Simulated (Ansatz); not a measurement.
Reaction (formal exchange of groups at the Si–O bond): `[OH][In]([OH])[O][SiH3]` + `FCCCl` → `FCC([SiH3])Cl` + `[OH][In]([OH])[OH]`

Program: Ansatz. Geometries: PBE0-D4/def2-TZVP. ΔE: electronic, gas phase. CCSD(T)/CBS is the MP2 limit (def2-TZVPP, def2-QZVPP) plus CCSD(T) − MP2 in def2-TZVPP, frozen cores. This one scheme is used for every species. Functionals use def2-TZVPP. B3LYP here is the variant with VWN-RPA as its local correlation; programs differ in this. def2 core potentials past Kr. For In outer-core shells are correlated without core-valence functions, which leaves a few kJ/mol of doubt a bond. One conformer a species, not always the lowest.

```json
{"level": "r2SCAN", "ΔE (kJ/mol)": "110.0"}
{"level": "B3LYP", "ΔE (kJ/mol)": "116.1"}
{"level": "MP2/def2-TZVPP", "ΔE (kJ/mol)": "113.9"}
{"level": "CCSD/CBS(def2)", "ΔE (kJ/mol)": "117.7"}
```

Q: What does CCSD(T)/CBS give? (An estimate is asked.)

A: Computed: +113.7 kJ/mol. The listed levels differ from it by -3.7, 2.4, 0.2, 4.0 kJ/mol.

Largest T1 diagnostic among the species: 0.017.

The D4 term adds −5.7 kJ/mol with B3LYP and −2.9 kJ/mol with PBE0; it sums over pairs of atoms, weighted by their polarisabilities, and B3LYP, whose exchange is more repulsive, gets the larger term. From PBE to PBE0 (25 % exact exchange), in def2-TZVPP and without D4, ΔE moves by +8.7 kJ/mol. In def2-TZVPP, CCSD(T) changes the Hartree–Fock value by −29.1 kJ/mol (the triples alone add −4.0 kJ/mol) and MP2 by −28.9 kJ/mol.
